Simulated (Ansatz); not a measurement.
Two isomers of CH6O3Si: A = `O[SiH2]C(O)O`, B = `OCO[SiH2]O`.

Computed with Ansatz on PBE0-D4/def2-TZVP structures; ΔE is electronic, products minus reactants. CCSD(T)/CBS adds triple-zeta CCSD(T) − MP2 to the extrapolated MP2 energy (def2 sets, frozen cores). Functionals use def2-TZVPP. B3LYP here is the variant with VWN-RPA as its local correlation; programs differ in this. Each species was taken in one conformer, which may not be the lowest.

Which isomer does CCSD(T)/CBS put lower? Give the gap. (Best estimate.)

Computed: B, by 131.8 kJ/mol.

Give E(B) − E(A) in kJ/mol with r2SCAN-D4, B3LYP, MP2/def2-TZVPP, B3LYP-D4, CCSD(T)/def2-TZVPP, B2PLYP, HF/def2-TZVPP. (Best estimate.)

Computed: r2SCAN-D4 -130.1, B3LYP -131.7, MP2/def2-TZVPP -136.7, B3LYP-D4 -131.1, CCSD(T)/def2-TZVPP -133.4, B2PLYP -134.9, HF/def2-TZVPP -151.0. None reverses the order clearly.

Largest T1 diagnostic: 0.012.

From PBE to PBE0 (25 % exact exchange), in def2-TZVPP and without D4, E(B) − E(A) moves by −7.0 kJ/mol. In def2-TZVPP, CCSD(T) changes the Hartree–Fock value by +17.5 kJ/mol (the triples alone add +2.2 kJ/mol) and MP2 by +14.3 kJ/mol.
